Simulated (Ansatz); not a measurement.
## Pulling the pair apart

The pair of Li⁺ (SMILES [Li+], atom 1) and CH4 (SMILES C, atoms 2–6), both closed shells, in one local arrangement (a lower one may exist), relaxed at PBE0-D4/def2-TZVP:

```xyz
6
angstrom
Li 0.0043 0.0600 -1.8030
C -0.0008 -0.0108 0.3217
H -1.0550 -0.0554 0.0201
H 0.4801 0.9392 0.0558
H 0.5743 -0.8869 -0.0037
H -0.0029 -0.0461 1.4092
```

CH4 is shifted rigidly along the line between the mean atom positions of the two fragments (negative: closer). Counterpoise interaction energies in kJ/mol. Computed with Ansatz 0.2.0 (basis: def2-TZVPPD); correlated methods freeze the cores. The outer core shell of Li, Na, Mg and K is correlated. B3LYP uses VWN-RPA correlation.

```tsv
shift (Å)	MP2	B3LYP-D4	wB97M-V
-0.21	-43.6	-52.0	-49.7
-0.11	-51.4	-58.9	-56.9
0.00	-54.2	-60.9	-59.2
0.11	-53.8	-59.9	-58.4
0.26	-50.4	-55.9	-54.4
0.53	-40.7	-50.4	-43.6
1.06	-24.0	-32.1	-25.4
2.13	-8.8	-11.4	-9.1
```

Question: What does CCSD(T) give at these shifts? (To be estimated.)

Answer: By the calculation: -43.4, -51.1, -53.9, -53.5, -50.0, -40.3, -23.7, -8.6 kJ/mol. For zero shift, CCSD(T) at an estimated basis limit (MP2 extrapolated from triple and quadruple zeta, plus CCSD(T) − MP2 in triple zeta) gives -56.7 kJ/mol. These are counterpoise interaction energies, counted from the two frozen fragments.

The T1 diagnostic stays at or below 0.007.

For scale, one of the runs: CCSD(T)/def2-TZVPPD, 127 basis functions, launched by `ansatz run in.yaml --threads 2 --pin off --events-out ev --progress --plain --max-ram 5222MiB`. Hardware: 2 CPU threads, shared host. Wall time 2.1 s; peak host memory 0.73 GiB.
